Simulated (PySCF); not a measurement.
**Deuteron quadrupole couplings in `C#CCS[Si@H](Cl)CC`**

C5H9ClSSi.
Numbering: `[CH:1]#[C:2][CH2:3][S:4][Si@H:5]([Cl:6])[CH2:7][CH3:8]` (hydrogens: H9 on C1; H10, H11 on C3; H12 on Si5; H13, H14 on C7; H15, H16, H17 on C8)

Cartesian coordinates in Å at the GFN2-xTB level; atoms count from 1:
```
atom  x, y, z in Å
C1    -3.6163    0.8585    0.2375
C2    -3.0971   -0.2068    0.0662
C3    -2.4123   -1.4585   -0.0992
S4    -0.8496   -1.5154    0.8791
Si5    0.2636    0.0523   -0.0831
Cl6    0.1888   -0.1963   -2.0915
C7     2.0428   -0.0796    0.5572
C8     2.9845    0.9032   -0.1288
H9    -4.1040    1.7771    0.3718
H10   -3.0161   -2.2822    0.2820
H11   -2.1589   -1.6350   -1.1454
H12   -0.3697    1.3305    0.2194
H13    2.0508    0.1050    1.6319
H14    2.4200   -1.0947    0.4171
H15    3.9915    0.8166    0.2748
H16    2.6464    1.9263    0.0178
H17    3.0286    0.7108   -1.1982
```

Level: PBE0/pcSseg-1 (PySCF, non-relativistic); Q(2H) = 0.00286 b; rigid geometry, the same for H and D, with no vibrational averaging.

Question: Rank these positions by the coupling χzz of a deuteron there, largest first.
A. H13 (methylene hydrogen)
B. H10 (methylene hydrogen)
C. H9 (alkyne hydrogen)
D. H12 (Si–H hydrogen)

Answer: C (267 kHz), A (209 kHz), B (204 kHz), D (110 kHz).

Tabulate Vzz, the asymmetry η and χzz = 234.96 MHz × Q × Vzz for every hydrogen position.

| atom | bonded to | bond length (Å) | Vzz (au) | η | χzz (kHz) |
| --- | --- | --- | --- | --- | --- |
| H9 | C1 | 1.049 | 0.3971 | 0.00 | 267 |
| H10 | C3 | 1.090 | 0.3032 | 0.04 | 204 |
| H11 | C3 | 1.091 | 0.2975 | 0.02 | 200 |
| H12 | Si5 | 1.458 | 0.1635 | 0.02 | 110 |
| H13 | C7 | 1.090 | 0.3117 | 0.02 | 209 |
| H14 | C7 | 1.092 | 0.3078 | 0.02 | 207 |
| H15 | C8 | 1.088 | 0.3140 | 0.02 | 211 |
| H16 | C8 | 1.087 | 0.3139 | 0.03 | 211 |
| H17 | C8 | 1.088 | 0.3114 | 0.03 | 209 |

Average by the element that carries the hydrogen.

on C: 215 kHz over 8 positions, mean bond length 1.084 Å; on Si: 110 kHz over 1 position, mean bond length 1.458 Å.

How does χzz go with the bond length over the 8 C–H bonds?

A straight-line fit has a slope of -14.6 kHz for each 0.01 Å, with a correlation coefficient of -0.99, over lengths from 1.049 to 1.092 Å. The longer bonds have the smaller couplings here.

Isolated species at its GFN2-xTB geometry (one conformer only). GFN2-xTB bond lengths can be off by several hundredths of an ångström, more for odd bonds, and the gradients follow them. The small basis limits the accuracy of the gradients.
